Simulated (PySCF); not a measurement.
A structure optimised at PBE-D3(BJ)/def2-SVP, used in a PySCF frequency run:

```xyz
10

Nb    -0.0713    -0.0315     0.0000
O     -0.2303    -1.7427     0.0000
O     -0.7861     0.7247     1.6025
H     -1.2093     0.2884     2.3628
O     -0.7861     0.7247    -1.6025
H     -1.2093     0.2884    -2.3628
C      2.0669     0.3209     0.0000
H      2.5367    -0.1368    -0.8968
H      2.2861     1.4105     0.0000
H      2.5367    -0.1368     0.8968
```
Charge 0, spin multiplicity 1.

### Question
Write its SMILES, formula and point group.

### Answer
[CH3][Nb](=[O])([OH])[OH], CH5NbO3, Cs

### Question
What are its rotational constants (standard atomic weights)?

### Answer
3.1139, 3.0852, 2.6799 GHz
